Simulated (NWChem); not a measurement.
Molecule: C3H4S; SMILES SCC#C

```xyz
8

C      0.4825     2.3134     0.0000
C     -0.1300     1.2734     0.0000
C     -0.8514     0.0104     0.0000
S      0.3561    -1.4064     0.0000
H      1.0167     3.2359     0.0000
H     -1.4879    -0.0670    -0.8875
H     -1.4879    -0.0670     0.8875
H     -0.5838    -2.3784     0.0000
```
Atoms are numbered in this order, from 1.

Level: B3LYP/6-31G* (spherical d) (NWChem), optimised geometry, unscaled harmonic frequencies. 

### Question
List the harmonic frequencies with IR intensities, and the thermochemistry.

### Answer
```tsv
frequency (cm⁻¹)	IR intensity (km/mol)
167	1.7
196	22.4
335	1.9
445	1.1
601	49.0
626	32.0
701	14.6
893	5.6
910	1.1
1023	1.7
1196	0.5
1295	46.6
1504	0.4
2245	0.1
2667	31.5
3067	15.3
3111	3.7
3498	57.2
```

```json
{
 "zero_point_energy": "35.0 kcal/mol",
 "thermal correction to the enthalpy at 298.15 K (with zero-point energy)": "38.9 kcal/mol",
 "heat capacity Cv": "17.3 cal/(mol K)",
 "entropy at 298.15 K and 1 atm (symmetry number 1)": "72.0 cal/(mol K)",
 "dipole_moment": "1.68 D"
}
```

Rigid rotor and harmonic oscillator.
